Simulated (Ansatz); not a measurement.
The same path of a periodic cell of 17 atoms, Na16H (host Na, host structure bcc, interstitial H) was run twice with different band settings. Lost on the way: Na1–H17. Made: Na7–H17.

Level of theory: DFT PBE, scalar-relativistic, plane waves, PAW in Ansatz. Settings: cutoff 420 eV, k mesh 2x2x2, gaussian smearing 0.15 eV, no spin polarisation.

Relaxed end points:

```xyz
17
Lattice="8.4600 0.0000 0.0000 0.0000 8.4600 0.0000 0.0000 0.0000 8.4600" Properties=species:S:1:pos:R:3
Na 0.046 0.003 0.145
Na 4.079 0.002 -0.086
Na -0.047 4.231 0.095
Na 0.042 0.003 4.085
Na 2.271 2.207 2.118
Na 4.323 4.231 -0.100
Na 4.079 0.002 4.320
Na 6.293 1.985 2.119
Na -0.048 4.231 4.138
Na 2.270 6.256 2.118
Na 2.012 2.205 6.346
Na 4.323 4.231 4.334
Na 6.290 6.475 2.119
Na 6.397 2.021 6.346
Na 2.012 6.258 6.346
Na 6.396 6.442 6.346
H 7.389 0.000 2.113
```

```xyz
17
Lattice="8.4600 0.0000 0.0000 0.0000 8.4600 0.0000 0.0000 0.0000 8.4600" Properties=species:S:1:pos:R:3
Na 0.105 -0.005 -0.162
Na 4.132 -0.005 -0.160
Na 0.111 4.227 0.103
Na -0.150 -0.004 4.282
Na 2.117 2.006 2.180
Na 4.124 4.227 0.103
Na 4.385 -0.004 4.283
Na 6.348 1.966 2.055
Na -0.101 4.227 4.166
Na 2.117 6.446 2.180
Na 2.117 2.210 6.235
Na 4.337 4.227 4.165
Na 6.348 6.487 2.056
Na 6.349 2.211 6.506
Na 2.117 6.243 6.235
Na 6.349 6.239 6.507
H 6.346 -0.005 3.165
```

Common settings: climbing image yes; force threshold 0.05 eV/Å; end points relaxed.

| run | movable images | spring | optimiser | start path | iteration limit |
| --- | --- | --- | --- | --- | --- |
| 1 | 7 | 1.0 eV/Å² | quadratic models (default) | IDPP | 59 |
| 2 | 3 | 50.0 eV/Å² | fire | default | 50 |

Task: What does each run give, and how far can it be trusted?

Result: Run 1: converged after 11 iterations, highest image 0.012 eV above the first end. By the program's own check the climbing image is of a kind that is not told: the force calls were inconclusive, a negative curvature could not be distinguished from the path's own, the only one lies far off the path, or fixed occupations may fill a level only in part (lowest curvatures found: -0.06 and 0.08 eV/Å²).
Run 2: converged after 19 iterations, highest image 0.013 eV above the first end. The order of the stationary point at the top wasn't checked.
Limits of this set-up: coarse k mesh, odd electron count without spin, a small cell, in which the defect meets its images.
